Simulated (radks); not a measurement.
Task: The mean radii <r> (bohr) of the occupied orbitals of an atom or ion are listed with their occupations. Calculated with a radial shooting solver on a logarithmic mesh with Libxc functionals: scalar-relativistic Kohn-Sham, r2SCAN, spin-polarised, spherical densities, finite nucleus; meta-GGA in the generalised Kohn-Sham scheme; Fermi nuclear charge, rms radius of each element as measured or else 0.836 A^(1/3) + 0.57 fm.

orbital  occ.      <r>
1s up       1  0.02112
1s down     1  0.02112
2s up       1  0.08975
2s down     1  0.08975
2p up       3  0.07946
2p down     3  0.07946
3s up       1   0.2342
3s down     1   0.2341
3p up       3   0.2332
3p down     3   0.2331
3d up       5   0.2122
3d down     5   0.2120
4s up       1   0.5302
4s down     1   0.5302
4p up       3   0.5617
4p down     3   0.5618
4d up       5   0.6100
4d down     5   0.6107
5s up       1    1.297
5s down     1    1.317
5p up       3    1.530
5p down     3    1.551
4f up       7   0.8536
6s up       1    3.711
4f down     3   0.9085

Name the element and its charge. Open shells, if any, are filled with parallel spins first.

Result: Z = 66, dysprosium, charge +1: Dy+ in [Xe] 4f10 6s1. The 1s radius gives Z: for a bare nucleus <r> = (2 gamma + 1)/(2Z) with gamma = sqrt(1 - (Z/c)^2), 0.02085 bohr for Z = 66, and screening makes it slightly larger (0.02112 here). The occupations add up to 65, and the charge is Z minus that.
